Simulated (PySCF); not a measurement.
methanol (CH₄O), singlet, geometry from GFN2-xTB; HF/cc-pVDZ, TDHF in PySCF.

Here is a job for PySCF.
```python
from pyscf import gto, scf, tdscf

mol = gto.Mole()
mol.atom = '''
    C    -0.057749    0.657503    0.006238
    O    -0.034981   -0.748578   -0.007589
    H    -1.106104    0.950101    0.004072
    H     0.880174   -1.047950   -0.006134
    H     0.421826    1.061888    0.904334
    H     0.430444    1.079565   -0.878988
'''
mol.basis = 'cc-pvdz'
mol.charge = 0
mol.spin = 0
mol.verbose = 3
mol.build()

mf = scf.RHF(mol)
mf.kernel()
td = mf.TDHF()
td.nstates = 15
td.kernel()
td.analyze()
```

It wrote (shortened):

```
converged SCF energy = -115.049294615346
Excitation energies (eV)
[ 8.87217101 10.91912128 11.09782972 12.05878606 12.32173797 12.78135682
 12.8781329  13.61866391 13.72099772 13.89541684 14.91012036 14.99022423
 15.17494873 15.83305874 16.26276265]

** Singlet excitation energies and oscillator strengths **
Excited State   1:      8.87217 eV    139.75 nm  f=0.0000
Excited State   2:     10.91912 eV    113.55 nm  f=0.0023
Excited State   3:     11.09783 eV    111.72 nm  f=0.1819
Excited State   4:     12.05879 eV    102.82 nm  f=0.0028
Excited State   5:     12.32174 eV    100.62 nm  f=0.3543
Excited State   6:     12.78136 eV     97.00 nm  f=0.0757
Excited State   7:     12.87813 eV     96.27 nm  f=0.0656
Excited State   8:     13.61866 eV     91.04 nm  f=0.0060
Excited State   9:     13.72100 eV     90.36 nm  f=0.1407
Excited State  10:     13.89542 eV     89.23 nm  f=0.5006
Excited State  11:     14.91012 eV     83.15 nm  f=0.0364
Excited State  12:     14.99022 eV     82.71 nm  f=0.0914
Excited State  13:     15.17495 eV     81.70 nm  f=0.2416
Excited State  14:     15.83306 eV     78.31 nm  f=0.0319
Excited State  15:     16.26276 eV     76.24 nm  f=0.0016
```
